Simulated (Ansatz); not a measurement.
Energy difference R1 + R2 → P1 + P2, each structure at its B3LYP-D3(BJ)/def2-TZVP stationary point, reached from a drawn start (curvature not checked).
R1, SiH4 (SMILES [SiH4]) (charge 0, multiplicity 1, Z-matrix in Å and degrees):
```
Si
H 1 1.4803
H 1 1.4803 2 109.47
H 1 1.4803 2 109.47 3 120.00
H 1 1.4803 2 109.47 4 120.00
```
P1: Si2H6 (SMILES [SiH3][SiH3]), charge 0, multiplicity 1.
R2: BrH3Si (SMILES [SiH3]Br), charge 0, multiplicity 1.
P2, HBr (SMILES Br) (charge 0, multiplicity 1):
```xyz
2

Br     0.712     0.000     0.000
H     -0.712     0.000     0.000
```

P less R. No zero-point or thermal terms; no spin–orbit coupling.

Frozen-core correlation throughout. In cc and def2 sets filled d and f shells under p-block atoms count as core. CBS: X⁻³ extrapolation of the correlation energy, Hartree–Fock from the larger set.

Run with Ansatz (Gaussian basis) for Hartree–Fock, density functionals and correlated methods. All values are computed, each at the level named.

Task: Give the reaction energy at the level MP2/def2-QZVPP.

Result: 23.3 kcal/mol

Task: Give the reaction energy at the level HF/def2-TZVPP.

Result: 25.7 kcal/mol

Task: What is the computed reaction energy (CCSD(T)/CBS(def2-TZVPP, def2-QZVPP))?

Result: 21.5 kcal/mol

Ansatz is an electronic-structure program.
